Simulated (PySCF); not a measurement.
The metal is changed in MCl3. All species are isolated molecules in the gas phase. Multiplicities are imposed; where one is given, others were not computed.

Quantity: adiabatic spin-state energy, in kcal/mol.

Case: [Fe(Cl)3]: multiplicity 6 minus multiplicity 4. The other species in the difference include [Fe(Cl)3] (neutral, multiplicity 4). Geometry of [Fe(Cl)3] (neutral, multiplicity 6, Å):

```xyz
4

Fe     0.0041     0.0058    -0.0128
Cl    -0.6379     1.9742     0.5689
Cl    -1.4548    -1.5006    -0.4898
Cl     2.1022    -0.4565    -0.1118
```

### Question
Give the adiabatic spin-state energy at the level TPSSh-D3(BJ)/def2-TZVP // BP86-D3(BJ)/def2-SVP (PySCF).

### Answer
-14.3 kcal/mol.
